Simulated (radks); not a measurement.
Results of a calculation; reference values are marked as such.
Species: Si9+. Configuration: [He] 2s2 6s1 (not the ground configuration). Code: a radial shooting solver on a logarithmic mesh with Libxc functionals. Model: Dirac Kohn-Sham, PBE, spin-unpolarised, spherical densities, point nucleus.

Unscreened Slater integrals over Kohn-Sham orbitals (hartree). Large and small components are both included.

\begin{tabular}{lr}
integral & value \\ \hline
F0(6s1/2,6s1/2) & 0.17891 \\
F0(6s1/2,2s1/2) & 0.26561 \\
G0(6s1/2,2s1/2) & 0.0060717 \\
F0(6s1/2,1s1/2) & 0.28260 \\
G0(6s1/2,1s1/2) & 0.0059681 \\
F0(2s1/2,2s1/2) & 1.8832 \\
F0(2s1/2,1s1/2) & 2.6359 \\
G0(2s1/2,1s1/2) & 0.25454 \\
F0(1s1/2,1s1/2) & 8.5123 \\
\end{tabular}
